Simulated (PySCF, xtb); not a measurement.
Ge(F)3(SiH3) (F3GeH3Si), SMILES [F][Ge]([F])([F])[SiH3].

GFN2-xTB run with xtb at its own geometry gives an orbital gap of 4.52 eV and a dipole moment of 7.93 D.

Geometry: B3LYP-D3(BJ)/def2-SVP. The structure was generated by enumeration, and PubChem lists no compound with its InChIKey, so it may never have been made.

### Question
What does PBE/def2-TZVP run with PySCF give? (Estimate from the structure and the level; the computed values follow.)

### Answer
gap 6.51 eV (levels -8.36 and -1.84 eV), dipole 3.96 D.
